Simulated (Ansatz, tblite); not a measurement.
Forces on Si6Cl6 prismane (Si6Cl6) at its PBE0-D4/def2-SVP geometry. The state is a singlet with charge 0.

The xTB rows come from tblite.

GFN1-xTB (tblite), largest force 1.04 eV/Å:

```xyz
12
positions Å, forces eV/Å
Si    0.831    1.256    1.024    0.591    0.596    0.607
Cl    1.816    2.643    2.196   -0.143   -0.186   -0.163
Si   -1.480    0.652    0.838   -0.889    0.207    0.489
Cl   -3.178    1.335    1.796    0.238   -0.086   -0.134
Si   -0.287    1.432   -1.087   -0.123    0.708   -0.745
Cl   -0.597    3.023   -2.368    0.040   -0.215    0.185
Si    0.336   -0.794   -1.603    0.158   -0.300   -0.979
Cl    0.708   -1.644   -3.449   -0.050    0.110    0.259
Si    1.454   -0.971    0.508    0.873   -0.412    0.372
Cl    3.124   -2.026    1.113   -0.234    0.139   -0.088
Si   -0.856   -1.575    0.322   -0.608   -0.798    0.255
Cl   -1.872   -3.331    0.712    0.147    0.238   -0.058
```

GFN2-xTB (tblite), largest force 0.47 eV/Å:

```
Si 0.331 0.189 0.281
Cl 0.067 0.043 0.059
Si -0.419 -0.009 0.222
Cl -0.088 0.003 0.046
Si -0.030 0.246 -0.404
Cl -0.008 0.055 -0.082
Si 0.049 -0.039 -0.470
Cl 0.011 -0.013 -0.098
Si 0.411 -0.095 0.214
Cl 0.086 -0.024 0.044
Si -0.341 -0.291 0.155
Cl -0.068 -0.065 0.031
```

PBE0-D4/def2-TZVP (Ansatz), largest force 0.28 eV/Å:

```
Si 0.011 0.044 0.024
Cl -0.141 -0.181 -0.160
Si -0.034 0.032 0.021
Cl 0.233 -0.082 -0.131
Si -0.010 0.047 -0.016
Cl 0.039 -0.209 0.181
Si 0.012 -0.035 -0.035
Cl -0.048 0.106 0.254
Si 0.034 -0.038 0.004
Cl -0.229 0.134 -0.086
Si -0.011 -0.050 0.001
Cl 0.145 0.232 -0.057
```
